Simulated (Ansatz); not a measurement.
Reaction (homolysis of the Ge–Si bond): `O[SiH](Cl)[GeH2][Cl]` → `[Cl][GeH2]`• + `O[SiH]Cl`•

Isolated molecules relaxed with PBE0-D4/def2-TZVP in Ansatz; ΔE leaves out vibrations. CCSD(T)/CBS is the MP2 limit (def2-TZVPP, def2-QZVPP) plus CCSD(T) − MP2 in def2-TZVPP, frozen cores. Functionals use def2-TZVPP. No spin–orbit coupling; open shells (•) take unrestricted orbitals. For Ge outer-core shells are correlated without core-valence functions, which leaves a few kJ/mol of doubt a bond. Scalar relativity is left out up to krypton. Each species was taken in one conformer, which may not be the lowest.

| level | ΔE (kJ/mol) |
| --- | --- |
| r2SCAN-D4 | 294.0 |
| PBE0-D4 | 306.1 |
| PBE-QIDH | 313.3 |
| revPBE | 267.4 |

What does CCSD(T)/CBS give? (An estimate is asked.)

Ansatz gave: +327.7 kJ/mol. The listed levels differ from it by -33.7, -21.6, -14.4, -60.3 kJ/mol.

Largest T1 diagnostic among the species: 0.014.

In def2-TZVPP, CCSD(T) changes the Hartree–Fock value by +92.3 kJ/mol (the triples alone add +6.7 kJ/mol) and MP2 by +97.3 kJ/mol; breaking electron pairs costs correlation energy, which Hartree–Fock lacks. Leaving LDA and LC-ωPBE aside and taking each functional with its dispersion term where it has one, the values, not all of them listed here, spread over 34.2 kJ/mol, from BLYP-D4 to ωB97X-V. LDA lies +50.9 kJ/mol from PBE without D4, its usual overbinding. The D4 term adds +19.1 kJ/mol with B3LYP and +10.7 kJ/mol with PBE0; it sums over pairs of atoms, weighted by their polarisabilities, and B3LYP, whose exchange is more repulsive, gets the larger term.

CCSD(T)/CBS has its own doubt, a few kJ/mol and more with outer-core shells, so smaller differences from it don't rank the levels.

B3LYP here is the variant with VWN-RPA as its local correlation; programs differ in this.
